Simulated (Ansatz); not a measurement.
`C[S][GeH]([F])[Cl]` + `N=C=O` → `O=C=[N][GeH]([F])[Cl]` + CH₃SH  (ligand exchange at a Ge–S bond)

Computed with Ansatz on PBE0-D4/def2-TZVP structures; ΔE is electronic, products minus reactants. CCSD(T)/CBS adds triple-zeta CCSD(T) − MP2 to the extrapolated MP2 energy (def2 sets, frozen cores). This one scheme is used for every species. DFT in def2-TZVPP. HSE06 is defined as in plane-wave codes. For Ge outer-core shells are correlated without core-valence functions, which leaves a few kJ/mol of doubt a bond. Scalar relativity is left out up to krypton. One conformer a species, not always the lowest.

```tsv
level	ΔE (kJ/mol)
ωB97M-V	2.3
HSE06	6.4
MP2/def2-SVP	-11.8
MP2/CBS(def2)	3.4
```

Question: What does CCSD(T)/CBS give? (An estimate is asked.)

Answer: Computed: +1.8 kJ/mol. The listed levels differ from it by 0.5, 4.6, -13.6, 1.6 kJ/mol.

Largest T1 diagnostic among the species: 0.018.

In def2-TZVPP, CCSD(T) changes the Hartree–Fock value by +17.0 kJ/mol (the triples alone add +3.3 kJ/mol) and MP2 by +18.6 kJ/mol. From PBE to PBE0 (25 % exact exchange), in def2-TZVPP and without D4, ΔE moves by −6.5 kJ/mol.

CCSD(T)/CBS has its own doubt, a few kJ/mol and more with outer-core shells, so smaller differences from it don't rank the levels.
